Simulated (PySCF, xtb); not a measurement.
HNSi, SMILES N#[SiH].

GFN2-xTB (xtb) at its own geometry gives an orbital gap of 3.72 eV and a dipole moment of 6.69 D.

Geometry: B3LYP-D3(BJ)/def2-TZVPD.

Q: What does CAM-B3LYP/def2-TZVPD (PySCF) give? (Estimate from the structure and the level; the computed values follow.)

A: gap 7.80 eV (levels -9.06 and -1.26 eV), dipole 5.08 D.
